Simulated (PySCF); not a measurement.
F₄V, doublet (typed; the unrestricted solution is spin-contaminated), geometry from GFN2-xTB (such geometries of metal compounds can be far from the true shape) (the multiplicity is a formal guess), with bond 4-1 at 2.0 times its length; HF/STO-3G (PySCF).

The PySCF input:
```python
from pyscf import gto, scf

mol = gto.M(
    atom='''
V    -0.000000    0.000000    0.000000
F     0.754420    0.947743   -1.105966
F     0.398502   -1.087012    1.161950
F    -1.326610   -2.126805   -2.116344
F    -0.489617    1.202672    1.002188
''',
    basis='sto-3g',
    charge=0,
    spin=1,
    verbose=4,
)

mf = scf.UHF(mol)
mf.diis_space = 12
mf.kernel()
mf.analyze()
```

Q: Write the output that PySCF gives for this input, abridged.

A: 
```
PySCF version 2.14.0

[INPUT] verbose = 4
[INPUT] num. atoms = 5
[INPUT] num. electrons = 59
[INPUT] charge = 0
[INPUT] spin (= nelec alpha-beta = 2S) = 1
[INPUT] symmetry False subgroup None
[INPUT] Mole.unit = angstrom
[INPUT] Symbol           X                Y                Z      unit          X                Y                Z       unit  Magmom
[...]
nuclear repulsion = 314.061200159681
number of shells = 20
number of NR pGTOs = 114
number of NR cGTOs = 38
basis = sto-3g
ecp = {}

******** <class 'pyscf.scf.uhf.UHF'> ********
method = UHF
initial guess = minao
damping factor = 0
level_shift factor = 0
DIIS = <class 'pyscf.scf.diis.CDIIS'>
diis_start_cycle = 1
diis_space = 12
diis_damp = 0
SCF conv_tol = 1e-09
SCF conv_tol_grad = None
SCF max_cycles = 50
direct_scf = True
direct_scf_tol = 1e-13
number electrons alpha = 30  beta = 29
Set gradient conv threshold to 3.16228e-05
init E= -1323.43096445621

cycle= 1 E= -1324.50720062194  delta_E= -1.08  |g|= 0.792  |ddm|= 2.14
cycle= 2 E= -1308.64448131374  delta_E= 15.9  |g|= 2.23  |ddm|= 3.94
cycle= 3 E= -1324.90790666506  delta_E= -16.3  |g|= 0.34  |ddm|= 3.76
cycle= 4 E= -1325.01436882367  delta_E= -0.106  |g|= 0.202  |ddm|= 0.464
cycle= 5 E= -1325.17967156636  delta_E= -0.165  |g|= 0.096  |ddm|= 1.04
cycle= 6 E= -1325.22774101996  delta_E= -0.0481  |g|= 0.129  |ddm|= 0.376
cycle= 7 E= -1325.19470185127  delta_E= 0.033  |g|= 0.0877  |ddm|= 0.276
cycle= 8 E= -1325.19018347806  delta_E= 0.00452  |g|= 0.0452  |ddm|= 0.452
cycle= 9 E= -1325.19879491618  delta_E= -0.00861  |g|= 0.0823  |ddm|= 0.423
cycle= 10 E= -1325.19448994543  delta_E= 0.0043  |g|= 0.0466  |ddm|= 0.167
cycle= 11 E= -1325.19526172703  delta_E= -0.000772  |g|= 0.0196  |ddm|= 0.122
cycle= 12 E= -1325.19561622246  delta_E= -0.000354  |g|= 0.0238  |ddm|= 0.0901
cycle= 13 E= -1325.19575986732  delta_E= -0.000144  |g|= 0.0222  |ddm|= 0.0106
cycle= 14 E= -1325.19666043663  delta_E= -0.000901  |g|= 0.0144  |ddm|= 0.101
cycle= 15 E= -1325.19758140098  delta_E= -0.000921  |g|= 0.0115  |ddm|= 0.0742
cycle= 16 E= -1325.19811290528  delta_E= -0.000532  |g|= 0.0103  |ddm|= 0.0596
cycle= 17 E= -1325.19905331009  delta_E= -0.00094  |g|= 0.00829  |ddm|= 0.0965
cycle= 18 E= -1325.19954352002  delta_E= -0.00049  |g|= 0.00817  |ddm|= 0.0543
cycle= 19 E= -1325.19975941073  delta_E= -0.000216  |g|= 0.00786  |ddm|= 0.0248
cycle= 20 E= -1325.20018727974  delta_E= -0.000428  |g|= 0.00785  |ddm|= 0.0448
cycle= 21 E= -1325.20191961243  delta_E= -0.00173  |g|= 0.0214  |ddm|= 0.316
cycle= 22 E= -1325.20102792705  delta_E= 0.000892  |g|= 0.0373  |ddm|= 0.186
cycle= 23 E= -1325.20171104513  delta_E= -0.000683  |g|= 0.0313  |ddm|= 0.0387
cycle= 24 E= -1325.20185427322  delta_E= -0.000143  |g|= 0.0299  |ddm|= 0.0259
cycle= 25 E= -1325.2021299034  delta_E= -0.000276  |g|= 0.0276  |ddm|= 0.132
cycle= 26 E= -1325.20252919515  delta_E= -0.000399  |g|= 0.022  |ddm|= 0.0286
cycle= 27 E= -1325.20307577853  delta_E= -0.000547  |g|= 0.0136  |ddm|= 0.0449
cycle= 28 E= -1325.20336646754  delta_E= -0.000291  |g|= 0.00723  |ddm|= 0.0416
cycle= 29 E= -1325.20344870915  delta_E= -8.22e-05  |g|= 0.00137  |ddm|= 0.0442
cycle= 30 E= -1325.2034288963  delta_E= 1.98e-05  |g|= 0.00459  |ddm|= 0.0259
cycle= 31 E= -1325.20346806758  delta_E= -3.92e-05  |g|= 0.000912  |ddm|= 0.0227
cycle= 32 E= -1325.20347305036  delta_E= -4.98e-06  |g|= 0.000898  |ddm|= 0.0156
cycle= 33 E= -1325.20347895802  delta_E= -5.91e-06  |g|= 0.000424  |ddm|= 0.017
cycle= 34 E= -1325.20347902223  delta_E= -6.42e-08  |g|= 0.000286  |ddm|= 0.00363
cycle= 35 E= -1325.20347929141  delta_E= -2.69e-07  |g|= 9.19e-05  |ddm|= 0.00316
cycle= 36 E= -1325.20347938186  delta_E= -9.05e-08  |g|= 6.18e-05  |ddm|= 0.00119
cycle= 37 E= -1325.20347944307  delta_E= -6.12e-08  |g|= 5.15e-05  |ddm|= 0.00105
cycle= 38 E= -1325.20347951761  delta_E= -7.45e-08  |g|= 3.29e-05  |ddm|= 0.00218
cycle= 39 E= -1325.20347953956  delta_E= -2.2e-08  |g|= 2.35e-05  |ddm|= 0.00119
cycle= 40 E= -1325.20347954358  delta_E= -4.01e-09  |g|= 6.26e-06  |ddm|= 0.000422
cycle= 41 E= -1325.20347954386  delta_E= -2.78e-10  |g|= 2.94e-06  |ddm|= 0.000151
Extra cycle  E= -1325.20347954393  delta_E= -7.41e-11  |g|= 5.74e-06  |ddm|= 1.51e-05
converged SCF energy = -1325.20347954393  <S^2> = 1.0716265  2S+1 = 2.2992403
**** SCF Summaries ****
Total Energy =                       -1325.203479543930371
Nuclear Repulsion Energy =             314.061200159680652
One-electron Energy =                -2457.711050031230116
Two-electron Energy =                  818.446370327619093
Two-electron Coulomb Energy =          903.253023936103773
DFT Exchange-Correlation Energy =      -84.806653608484680
**** MO energy ****
                             alpha | beta                alpha | beta
[...]
To work with the spin densities directly, `use mulliken_meta_spin()` only printing them here.

 ** Mulliken spin pop alpha/beta on meta-lowdin orthogonal AOs **
 ** Mulliken Spin Density (per AO)  **
spin_pop of  0 V 1s        0.00000
spin_pop of  0 V 2s        0.00000
spin_pop of  0 V 3s        0.00009
spin_pop of  0 V 4s        0.05382
spin_pop of  0 V 2px      -0.00000
spin_pop of  0 V 2py      -0.00000
spin_pop of  0 V 2pz      -0.00000
spin_pop of  0 V 3px       0.00053
spin_pop of  0 V 3py      -0.00003
spin_pop of  0 V 3pz      -0.00005
spin_pop of  0 V 4px       0.00194
spin_pop of  0 V 4py       0.01346
spin_pop of  0 V 4pz       0.00982
spin_pop of  0 V 3dxy      0.05485
spin_pop of  0 V 3dyz      0.06147
spin_pop of  0 V 3dz^2     0.21082
spin_pop of  0 V 3dxz      0.02354
spin_pop of  0 V 3dx2-y2    0.61129
spin_pop of  1 F 1s        0.00000
spin_pop of  1 F 2s       -0.00016
spin_pop of  1 F 2px       0.00225
spin_pop of  1 F 2py      -0.01314
spin_pop of  1 F 2pz      -0.01064
spin_pop of  2 F 1s        0.00000
spin_pop of  2 F 2s       -0.00016
spin_pop of  2 F 2px       0.00479
spin_pop of  2 F 2py      -0.01168
spin_pop of  2 F 2pz      -0.01465
spin_pop of  3 F 1s        0.00000
spin_pop of  3 F 2s        0.00002
spin_pop of  3 F 2px      -0.23719
spin_pop of  3 F 2py       0.16409
spin_pop of  3 F 2pz       0.08623
spin_pop of  4 F 1s        0.00000
spin_pop of  4 F 2s        0.00023
spin_pop of  4 F 2px       0.01459
spin_pop of  4 F 2py      -0.01356
spin_pop of  4 F 2pz      -0.01260
 ** Mulliken Spin Density (per atom)  **
spin density of  0 V =      1.04157
spin density of  1 F =     -0.02170
spin density of  2 F =     -0.02170
spin density of  3 F =      0.01315
spin density of  4 F =     -0.01133
 ** Mulliken pop alpha/beta on meta-lowdin orthogonal AOs **
 ** Mulliken pop       alpha | beta **
[...]
In total            30.00000 | 29.00000
 ** Mulliken atomic charges   ( Nelec_alpha | Nelec_beta ) **
charge of  0V =      1.26498  (    11.38830     10.34672 )
charge of  1F =     -0.34537  (     4.66184      4.68354 )
charge of  2F =     -0.34537  (     4.66184      4.68354 )
charge of  3F =     -0.22268  (     4.61792      4.60477 )
charge of  4F =     -0.35155  (     4.67011      4.68144 )
Dipole moment(X, Y, Z, Debye):  1.21991,  1.40170,  1.44905
```
